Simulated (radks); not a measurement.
Values are calculated unless marked as measured or tabulated.
The caesium ion Cs2+, 53 electrons, occupied as [Kr] 4d10 5s2 5p5. Level of theory: scalar-relativistic Kohn-Sham, LDA (Slater exchange, VWN5 correlation), spin-polarised, spherical densities, finite nucleus; open shells are filled with parallel spins first (spin-orbit coupling, left out, can overturn this in heavy ions); Fermi nuclear charge, rms radius 4.8041 fm; hard spherical wall at 8 bohr (a radial shooting solver on a logarithmic mesh with Libxc functionals).

Radial electron density D(r) = 4 pi r^2 rho(r):

```
   r/bohr * D(r) (the largest magnitude, 93.5, reaches the edge; | marks zero)
 0.002162 |    *
 0.002497 |     *
 0.002884 |      *
 0.003331 |        *
 0.003847 |          *
 0.004442 |             *
  0.00513 |                *
 0.005925 |                   *
 0.006843 |                       *
 0.007903 |                          *
 0.009127 |                              *
  0.01054 |                                  *
  0.01217 |                                     *
  0.01406 |                                       *
  0.01624 |                                         *
  0.01875 |                                         *
  0.02165 |                                         *
  0.02501 |                                       *
  0.02888 |                                     *
  0.03335 |                                    *
  0.03852 |                                    *
  0.04449 |                                      *
  0.05138 |                                          *
  0.05933 |                                               *
  0.06852 |                                                    *
  0.07914 |                                                      *
  0.09213 |                                                     *
   0.1064 |                                                *
   0.1229 |                                           *
   0.1419 |                                       *
   0.1639 |                                       *
   0.1893 |                                          *
   0.2186 |                                             *
   0.2524 |                                             *
   0.2915 |                                      *
   0.3367 |                            *
   0.3889 |                    *
   0.4491 |               *
   0.5186 |               *
    0.599 |                 *
   0.6917 |                 *
   0.7989 |               *
   0.9226 |          *
    1.065 |       *
    1.231 |    *
    1.421 |   *
    1.641 |   *
    1.895 |  *
    2.189 | *
    2.528 |*
     2.92 |*
    3.372 *
    3.894 *
    4.497 *
    5.194 *
    5.998 *
```

D(r) has 4 maxima, at r = 0.0183, 0.0811, 0.229, 0.649 bohr, and minima at 0.0353, 0.151, 0.479 bohr, inside which lie 1.97, 11.16, 29.02 electrons.
